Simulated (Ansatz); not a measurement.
The cluster Hg2Br4⁻, relaxed as a doublet with UKS r2SCAN-D4/def2-SVPD in Ansatz, starting from the GFN1-xTB geometry. Force threshold 0.02 eV/Å.

In the def2 sets Hg takes a core potential; there is no spin–orbit coupling. Another isomer (doublet) lies 0.02 eV lower at PBE0-D4/def2-SVP; other spin states weren't run for this one.

Start:

```xyz
6

Hg    0.233   -0.532   -0.745
Hg   -0.763    1.810    2.482
Br   -0.061   -3.008   -0.749
Br    1.133    0.747   -2.688
Br   -2.051    0.659    0.174
Br    1.510    0.324    1.526
```

```json
{"step": "1", "energy (eV)": "-288514.8594", "largest force component (eV/Å)": "0.716", "SCF passes": "20"}
{"step": "2", "energy (eV)": "-288515.0876", "largest force component (eV/Å)": "0.318", "SCF passes": "25"}
{"step": "3", "energy (eV)": "-288515.1284", "largest force component (eV/Å)": "0.269", "SCF passes": "21"}
{"step": "4", "energy (eV)": "-288515.1639", "largest force component (eV/Å)": "0.121", "SCF passes": "26"}
{"step": "5", "energy (eV)": "-288515.1732", "largest force component (eV/Å)": "0.067", "SCF passes": "20"}
{"step": "6", "energy (eV)": "-288515.1747", "largest force component (eV/Å)": "0.014", "SCF passes": "21"}
```

Force components are those of the run's own axes.

End:

Cartesian coordinates in Å:
```
Hg 0.2704 -0.5971 -0.8709
Hg -0.6444 1.5489 2.1052
Br -0.1866 -3.0327 -0.3545
Br 1.0926 1.1369 -2.5237
Br -2.2720 0.6877 0.0496
Br 1.7400 0.2563 1.5944
```

By distances, no bond broke or formed. The bond that changes most is Hg1–Br5, from 2.73 to 2.99 Å (atoms count from 1).

No frequencies were taken in this run, so the end may be a saddle point.

Hardware: 4 threads of Arm Neoverse V2 on a shared host. Wall time 100 s, peak host memory 0.6 GiB.
